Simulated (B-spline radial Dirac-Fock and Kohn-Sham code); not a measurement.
## Photoemission from Tc⁴⁺ at 1370 eV, detector at θ = 90°, φ = 0°

System: technetium as Tc⁴⁺, [Kr] 4d3. These are calculated numbers from an atomic code on a B-spline grid; the model is Dirac-Hartree-Slater photoionisation with a Latter tail; cross sections with all multipoles, angular parameters from the dipole term and its interference with E2. Thresholds are orbital energies of the model. For linearly polarised light dσ/dΩ = σ/(4π) [1 + β P₂(cos θ) + (δ + γ cos²θ) sin θ cos φ], with θ from the polarisation vector and φ the angle between the beam and the projection of the electron momentum on the plane normal to the polarisation. The dipole factor is 1 + βP₂ and the non-dipole term is the rest of the bracket. Open shells are filled statistically over j.

| subshell | threshold (eV) | σ (kb) | β | γ | δ | dipole factor | non-dipole term | dσ/dΩ (kb/sr) |
| --- | --- | --- | --- | --- | --- | --- | --- | --- |
| 3s | 587.8 | 38.2 | 1.99 | 0.12 | 0.000 | 0.003 | 0.000 | ≈ 0 |
| 3p1/2 | 499.7 | 51.2 | 1.60 | -0.02 | 0.001 | 0.198 | +0.001 | 0.814 |
| 3p3/2 | 479.2 | 101 | 1.63 | -0.02 | 0.003 | 0.187 | +0.003 | 1.54 |
| 3d3/2 | 321.4 | 78.0 | 1.23 | 0.31 | 0.059 | 0.384 | +0.059 | 2.75 |
| 3d5/2 | 317.3 | 113 | 1.22 | 0.32 | 0.060 | 0.392 | +0.060 | 4.06 |
| 4s | 127.6 | 7.88 | 2.00 | -0.01 | 0.000 | 0.002 | 0.000 | ≈ 0 |
| 4p1/2 | 100.6 | 8.46 | 1.67 | 0.02 | 0.001 | 0.165 | +0.001 | 0.112 |
| 4p3/2 | 97.32 | 16.5 | 1.69 | 0.02 | 0.003 | 0.154 | +0.003 | 0.207 |
| 4d3/2 | 55.72 | 2.32 | 1.27 | 0.36 | 0.053 | 0.365 | +0.053 | 0.0773 |
| 4d5/2 | 55.28 | 3.37 | 1.25 | 0.36 | 0.053 | 0.377 | +0.053 | 0.116 |
